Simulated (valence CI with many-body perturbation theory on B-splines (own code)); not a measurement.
Energy levels of Lu63+

Level of theory: valence CI with perturbative core correlation (CI+MBPT): six valence electrons over a frozen Dirac-Fock core [He], radial functions for each j: 9 s, 9 p, 8 d, 6 f, 3 g, 1 h, with the one-electron correlation potential Σ1, the two-electron term Σ2, the three-electron term Σ3, Breit, model QED; selected CI, second order for the rest, scaled by the run's own slope (own B-spline code, finite nucleus).

No measured spectrum was set against this ion. As an estimate, large intervals hold to a few tenths of a per cent, small ones and those within an open d or f shell to about a per cent. Among the levels kept, up to 2200 cm⁻¹ of a level comes from second order outside the variational space, and about a tenth of that is noise between levels of different J, which matters for small intervals.

Levels 1 to 45 of 56, with energies above the lowest level, (2s^2 2p1/2^2 2p3/2^2) J=2. "Leading %" is the weight of the configuration and term that name the level; weights of strongly mixed levels are sums over their largest components and can fall short, and the name can then belong to a minority configuration. In the jj column 3d3/2^4 stands for four electrons in 3d with j = 3/2. Lifetimes count E1, E2, E3, M1 and M2 decay at the calculated energies, and are blank where another channel may lead or the interval is too uncertain; long ones can be off by a factor of two.

| No. | Configuration | Term | J | E (× 10³ cm⁻¹) | Leading % | Second component | Lifetime | Leading jj |
| --- | --- | --- | --- | --- | --- | --- | --- | --- |
| 1 | 2s2 2p4 | 3P | 2 | 0.00 | 68 | 32 % 2s2 2p4 1D |  | 2s^2 2p1/2^2 2p3/2^2 (100 %) |
| 2 | 2s2 2p4 | 1S | 0 | 461.69 | 65 | 35 % 2s2 2p4 3P | 13.4 ms | 2s^2 2p1/2^2 2p3/2^2 (100 %) |
| 3 | 2s2 2p4 | 3P | 1 | 9323.6 | 100 |  | 61.6 ps | 2s^2 2p1/2 2p3/2^3 (100 %) |
| 4 | 2s2 2p4 | 1D | 2 | 9474.3 | 68 | 32 % 2s2 2p4 3P | 138 ps | 2s^2 2p1/2 2p3/2^3 (100 %) |
| 5 | 2s 2p5 | 3P° | 2 | 12407 | 100 |  | 145 fs | 2s 2p1/2^2 2p3/2^3 (100 %) |
| 6 | 2s 2p5 | 1P° | 1 | 13046 | 62 | 38 % 2s 2p5 3P° | 58.2 fs | 2s 2p1/2^2 2p3/2^3 (100 %) |
| 7 | 2s2 2p4 | 3P | 0 | 18984 | 65 | 35 % 2s2 2p4 1S | 18.8 ps | 2s^2 2p3/2^4 (99 %) |
| 8 | 2s 2p5 | 3P° | 0 | 21821 | 100 |  | 73.4 fs | 2s 2p1/2 2p3/2^4 (100 %) |
| 9 | 2s 2p5 | 3P° | 1 | 22122 | 62 | 38 % 2s 2p5 1P° | 66.6 fs | 2s 2p1/2 2p3/2^4 (100 %) |
| 10 | 2p6 | 1S | 0 | 25752 | 99 |  | 35.9 fs | 2p1/2^2 2p3/2^4 (99 %) |
| 11 | 2s2 2p3 3s | 3P° | 2 | 64048 | 49 | 24 % 2s2 2p3 3s 5S° | 10.9 fs | 2s^2 2p1/2^2 2p3/2 3s (100 %) |
| 12 | 2s2 2p3 3s | 1P° | 1 | 64118 | 32 | 28 % 2s2 2p3 3s 3D° | 4.64 fs | 2s^2 2p1/2^2 2p3/2 3s (100 %) |
| 13 | 2s2 2p3 3p | 3P | 1 | 64969 | 32 | 20 % 2s2 2p3 3p 5P | 864 fs | 2s^2 2p1/2^2 2p3/2 3p1/2 (100 %) |
| 14 | 2s2 2p3 3p | 3D | 2 | 64982 | 25 | 21 % 2s2 2p3 3p 3P | 535 fs | 2s^2 2p1/2^2 2p3/2 3p1/2 (100 %) |
| 15 | 2s2 2p3 3p | 3D | 3 | 67634 | 50 | 24 % 2s2 2p3 3p 5P | 534 fs | 2s^2 2p1/2^2 2p3/2 3p3/2 (100 %) |
| 16 | 2s2 2p3 3p | 3P | 1 | 67637 | 35 | 26 % 2s2 2p3 3p 1P | 526 fs | 2s^2 2p1/2^2 2p3/2 3p3/2 (100 %) |
| 17 | 2s2 2p3 3p | 3P | 2 | 67858 | 45 | 17 % 2s2 2p3 3p 1D | 581 fs | 2s^2 2p1/2^2 2p3/2 3p3/2 (100 %) |
| 18 | 2s2 2p3 3p | 3P | 0 | 68058 | 70 | 30 % 2s2 2p3 3p 1S | 252 fs | 2s^2 2p1/2^2 2p3/2 3p3/2 (100 %) |
| 19 | 2s2 2p3 3d | 3D° | 2 | 68563 | 33 | 20 % 2s2 2p3 3d 3F° | 9.22 fs | 2s^2 2p1/2^2 2p3/2 3d3/2 (99 %) |
| 20 | 2s2 2p3 3d | 3F° | 3 | 68626 | 27 | 21 % 2s2 2p3 3d 3G° | 48.8 fs | 2s^2 2p1/2^2 2p3/2 3d3/2 (98 %) |
| 21 | 2s2 2p3 3d | 3D° | 1 | 68654 | 35 | 28 % 2s2 2p3 3d 3P° | 2.98 fs | 2s^2 2p1/2^2 2p3/2 3d3/2 (100 %) |
| 22 | 2s2 2p3 3d | 3P° | 0 | 68681 | 64 | 25 % 2s2 2p3 3d 5D° | 1.18 ps | 2s^2 2p1/2^2 2p3/2 3d3/2 (100 %) |
| 23 | 2s2 2p3 3d | 3F° | 4 | 69253 | 51 | 24 % 2s2 2p3 3d 5D° | 7.55 ps | 2s^2 2p1/2^2 2p3/2 3d5/2 (100 %) |
| 24 | 2s2 2p3 3d | 3D° | 2 | 69343 | 34 | 22 % 2s2 2p3 3d 3P° | 1.16 fs | 2s^2 2p1/2^2 2p3/2 3d5/2 (99 %) |
| 25 | 2s2 2p3 3d | 3D° | 3 | 69466 | 48 | 17 % 2s2 2p3 3d 1F° | 520 as | 2s^2 2p1/2^2 2p3/2 3d5/2 (98 %) |
| 26 | 2s2 2p3 3d | 3D° | 1 | 69562 | 33 | 29 % 2s2 2p3 3d 1P° | 779 as | 2s^2 2p1/2^2 2p3/2 3d5/2 (100 %) |
| 27 | 2s2 2p3 3s | 5S° | 2 | 73237 | 55 | 34 % 2s2 2p3 3s 3D° | 18.7 fs | 2s^2 2p1/2 2p3/2^2 3s (100 %) |
| 28 | 2s2 2p3 3s | 3S° | 1 | 73330 | 55 | 44 % 2s2 2p3 3s 3D° | 4.30 fs | 2s^2 2p1/2 2p3/2^2 3s (100 %) |
| 29 | 2s2 2p3 3s | 3D° | 3 | 73434 | 100 |  | 15.0 fs | 2s^2 2p1/2 2p3/2^2 3s (100 %) |
| 30 | 2s2 2p3 3s | 1D° | 2 | 73500 | 67 | 32 % 2s2 2p3 3s 3D° | 4.76 fs | 2s^2 2p1/2 2p3/2^2 3s (100 %) |
| 31 | 2s2 2p3 3s | 3P° | 0 | 73835 | 100 |  | 10.4 fs | 2s^2 2p1/2 2p3/2^2 3s (100 %) |
| 32 | 2s2 2p3 3s | 3P° | 1 | 73862 | 66 | 33 % 2s2 2p3 3s 1P° | 7.55 fs | 2s^2 2p1/2 2p3/2^2 3s (100 %) |
| 33 | 2s2 2p3 3p | 5P | 1 | 74137 | 46 | 22 % 2s2 2p3 3p 3D | 1.67 ps | 2s^2 2p1/2 2p3/2^2 3p1/2 (100 %) |
| 34 | 2s2 2p3 3p | 3F | 2 | 74202 | 34 | 21 % 2s2 2p3 3p 3P | 920 fs | 2s^2 2p1/2 2p3/2^2 3p1/2 (100 %) |
| 35 | 2s2 2p3 3p | 3F | 3 | 74338 | 44 | 33 % 2s2 2p3 3p 1F | 667 fs | 2s^2 2p1/2 2p3/2^2 3p1/2 (100 %) |
| 36 | 2s2 2p3 3p | 3P | 2 | 74635 | 51 | 21 % 2s2 2p3 3p 1D | 431 fs | 2s^2 2p1/2 2p3/2^2 3p1/2 (99 %) |
| 37 | 2s2 2p3 3p | 3D | 1 | 74724 | 74 | 22 % 2s2 2p3 3p 1P | 767 fs | 2s^2 2p1/2 2p3/2^2 3p1/2 (100 %) |
| 38 | 2s2 2p3 3p | 3P | 0 | 75086 | 65 | 35 % 2s2 2p3 3p 1S | 449 fs | 2s^2 2p1/2 2p3/2^2 3p1/2 (99 %) |
| 39 | 2s 2p4 3s | 5P | 3 | 75860 | 68 | 29 % 2s 2p4 3s 3D | 31.6 fs | 2s 2p1/2^2 2p3/2^2 3s (97 %) |
| 40 | 2s 2p4 3s | 3P | 2 | 76094 | 57 | 18 % 2s 2p4 3s 3D | 5.43 fs | 2s 2p1/2^2 2p3/2^2 3s (97 %) |
| 41 | 2s 2p4 3s | 3S | 1 | 76693 | 61 | 22 % 2s 2p4 3s 5P | 10.2 fs | 2s 2p1/2^2 2p3/2^2 3s (95 %) |
| 42 | 2s 2p4 3s | 3D | 1 | 76725 | 29 | 27 % 2s 2p4 3s 3P | 5.59 fs | 2s 2p1/2^2 2p3/2^2 3s (84 %) |
| 43 | 2s 2p4 3s | 3P | 2 | 76755 | 29 | 14 % 2s 2p4 3s 1D | 36.2 fs | 2s 2p1/2^2 2p3/2^2 3s (60 %) |
| 44 | 2s2 2p3 3p | 3P | 0 | 76834 | 100 |  | 434 fs | 2s^2 2p1/2 2p3/2^2 3p3/2 (100 %) |
| 45 | 2s2 2p3 3p | 5P | 3 | 76839 | 54 | 22 % 2s2 2p3 3p 3F | 416 fs | 2s^2 2p1/2 2p3/2^2 3p3/2 (98 %) |

The ionisation energy to 2s2 2p3 2P°_3/2 of the next ion comes out as 14891 eV (NIST: 14890 ± 19 eV (theoretical)). All 56 levels together are meant to be complete up to 77621 × 10³ cm⁻¹.
